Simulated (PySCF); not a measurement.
GeHFBr2, SMILES [F][GeH]([Br])[Br]. Geometry: PBE-D3(BJ)/def2-SVP. This is a generated structure with no PubChem entry under its InChIKey; it may be hypothetical.

Method: PBE-D3(BJ)/def2-SVP in PySCF.

Harmonic wavenumbers (cm⁻¹): 92, 165, 175, 290, 332, 651, 684, 700, 2117. Rotational constants (GHz): 2.692, 0.8498, 0.6883; symmetry number 1.

### Question
Work out the zero-point energy and the ideal-gas rigid-rotor harmonic-oscillator thermochemistry at 298.15 K and 1 atm.

### Answer
ZPE = ½ Σ hcν = ½ × 5207 cm⁻¹ = 7.44 kcal/mol. H − E(el) = 11.79 kcal/mol. Entropy in cal/(mol K): translation 42.48, rotation 29.70, vibration 12.20, total 84.39. G − E(el) = -13.37 kcal/mol. Cp = 19.59 cal/(mol K). Modes under 150 cm⁻¹ make the vibrational entropy uncertain.
